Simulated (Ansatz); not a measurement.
`[F][SnH]([SiH3])[Cl]` + `CO[Si](N)(F)F` → `C[O][SnH]([F])[Cl]` + `N[Si](F)(F)[SiH3]`  (redistribution)

Gas-phase electronic energies from Ansatz, PBE0-D4/def2-TZVP geometries. CBS: MP2 limit from def2 TZ/QZ plus the TZ coupled-cluster correction, frozen cores. DFT in def2-TZVPP. Elements past krypton have def2 core potentials. For Sn outer-core shells are correlated without core-valence functions, which leaves a few kJ/mol of doubt a bond. One conformer a species, not always the lowest.

`[F][SnH]([SiH3])[Cl]`:

Cartesian coordinates in Å:
```
F -1.707 -0.637 1.702
Sn -0.591 -1.002 0.179
Si 0.560 1.207 -0.422
Cl 1.018 -2.470 0.999
H -1.587 -1.901 -0.868
H -0.474 2.182 -0.849
H 1.511 0.941 -1.529
H 1.271 1.679 0.789
```

`CO[Si](N)(F)F`:

```xyz
11

C     0.444    1.305    1.338
O     0.185    0.024    0.802
Si   -0.420   -0.298   -0.656
N    -0.086   -1.893   -1.039
F     0.160    0.785   -1.668
F    -1.989   -0.090   -0.746
H     1.155    1.191    2.158
H    -0.474    1.751    1.729
H     0.874    1.975    0.588
H     0.791   -2.329   -0.816
H    -0.638   -2.420   -1.692
```

`C[O][SnH]([F])[Cl]`:

```xyz
9

C    -0.592   -1.030    0.899
O     0.204   -0.926   -0.267
Sn    0.655    0.792   -1.025
F    -0.997    1.614   -1.516
Cl    1.485    2.147    0.645
H    -0.630   -2.086    1.174
H    -1.615   -0.680    0.725
H    -0.166   -0.471    1.740
H     1.655    0.640   -2.374
```

`N[Si](F)(F)[SiH3]`:

```xyz
10

N     1.072    0.784   -1.200
Si   -0.270   -0.148   -0.769
F    -0.112   -1.531   -1.544
F    -1.661    0.444   -1.284
Si   -0.430   -0.443    1.541
H     1.272    1.666   -0.759
H     1.501    0.706   -2.108
H    -0.323    0.888    2.198
H    -1.731   -1.060    1.906
H     0.682   -1.304    2.019
```

```tsv
level	ΔE (kJ/mol)	difference from CCSD(T)/CBS
PBE-D4	123.6	-12.2
CAM-B3LYP-D4	141.3	5.5
ωB97X-V	133.3	-2.5
r2SCANh	141.8	6.0
CAM-B3LYP	142.0	6.2
LC-ωPBE	134.3	-1.5
MP2/def2-SVP	130.9	-4.9
CCSD(T)/def2-SVP	131.8	-4.0
SCS-MP2/def2-TZVPP	139.0	3.2
HF/def2-QZVPP	156.6	20.8
CCSD(T)/CBS	135.8	0
```

Largest T1 diagnostic among the species: 0.014.

At CCSD(T), def2-SVP lies −4.0 kJ/mol from the extrapolated value and def2-TZVPP +1.3 kJ/mol. From PBE to PBE0 (25 % exact exchange), in def2-TZVPP and without D4, ΔE moves by +13.1 kJ/mol. Leaving LDA and LC-ωPBE aside and taking each functional with its dispersion term where it has one, the values, not all of them listed here, spread over 28.9 kJ/mol, from revPBE-D4 to BHLYP-D4. LDA lies +12.4 kJ/mol from PBE without D4.
